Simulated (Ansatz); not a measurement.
C2H8AlGa, SMILES `[AlH2][CH2][CH2][GaH2]`. Total charge 0; spin multiplicity 1. The structure was optimised at the PBE0-D4/def2-TZVP level. It is one conformer, not always the lowest.

```xyz
12

Al    1.220   -1.989   -0.591
C     0.314   -0.249   -0.658
C    -0.319    0.234    0.653
Ga   -1.217    1.998    0.597
H     1.898   -2.599   -1.897
H     1.284   -2.805    0.774
H    -0.436   -0.296   -1.460
H     1.039    0.486   -1.036
H     0.425    0.286    1.458
H    -1.056   -0.487    1.027
H    -1.219    2.837   -0.739
H    -1.934    2.585    1.873
```

What is the dipole moment at PBE/def2-TZVPP? (Best estimate.)

Ansatz gave: 0.05 D, with components (0.02, -0.05, -0.01) D in this frame, pointing from negative to positive charge.

And with r2SCAN, B3LYP, ωB97M-V? (Estimate.)

Computed: r2SCAN 0.06 D, B3LYP 0.07 D, ωB97M-V 0.01 D.

Give the Mulliken charges with PBE, r2SCAN, ωB97M-V in def2-TZVPP. (An estimate is asked.)

Computed: 
```csv
atom,PBE,r2SCAN,ωB97M-V
Al1,0.35,0.49,0.41
C2,-0.27,-0.27,-0.39
C3,-0.22,-0.20,-0.37
Ga4,0.13,0.21,0.19
H5,-0.12,-0.16,-0.12
H6,-0.12,-0.16,-0.12
H7,0.08,0.06,0.11
H8,0.09,0.06,0.11
H9,0.09,0.06,0.12
H10,0.09,0.06,0.12
H11,-0.05,-0.07,-0.03
H12,-0.04,-0.07,-0.03
```

B3LYP here is the variant with VWN-RPA as its local correlation; programs differ in this.
